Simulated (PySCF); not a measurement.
# Bond curve of InCl⁻

Set-up: basis In aug-cc-pVDZ-PP with ECP28, Cl aug-cc-pV(D+d)Z; scalar-relativistic core potentials; PySCF 2.14. Energies in eV from In + Cl⁻ in their ground configurations at the same level. All curves are PBE0. state 1: ²Π (doublet), unpaired electrons π ↑; state 2: ²Σ⁺ (doublet), unpaired electrons σ ↑, a second solution, started from another occupation.

```csv
R (Å),state 1,state 2
2.255,-0.887,-0.1664
2.360,-1.175,-0.4231
2.465,-1.323,-0.5523
2.543,-1.371,-0.5937
2.622,-1.382,-0.6038
2.701,-1.366,-0.5930
2.805,-1.316,-0.5591
2.937,-1.226,-0.5016
3.094,-1.101,-0.4275
3.304,-0.932,-0.3356
```

Problem. Put a parabola through the three lowest points of the state 1 curve and estimate Re, k and ωe (reduced mass 26.81 u; 1 eV/Å² = 0.16022 mdyn/Å; ωe = 1302.8·√(k/μ) cm⁻¹).

Solution. Through R = 2.543, 2.622, 2.701 Å the second-order coefficient is 2.16 eV/Å², so Re ≈ 2.615 Å, k ≈ 0.693 mdyn/Å and ωe ≈ 209 cm⁻¹. A polynomial fit of higher order to the unrounded PBE0 energies gives Re = 2.610 Å, k = 0.733 mdyn/Å, ωe = 215 cm⁻¹; anharmonicity and rounding make the difference.

The higher-order fit for each curve: state 1: Re = 2.610 Å, ωe = 215 cm⁻¹, De = 1.38 eV; state 2: Re = 2.615 Å, ωe = 188 cm⁻¹, minimum 0.60 eV below the ground-state fragments.

These are scalar-relativistic numbers at best; spin–orbit coupling would shift them, the dissociation energy most. For an ion De counts to the pair picked by the measured ionisation energies or electron affinities, which need not be the lowest pair at this level. The highest Kohn–Sham level is positive in this anion. Much of that is self-interaction error, but it also means that the finite basis helps to hold the extra electron. The state was picked by a PBE0 search and need not be the measured ground state.
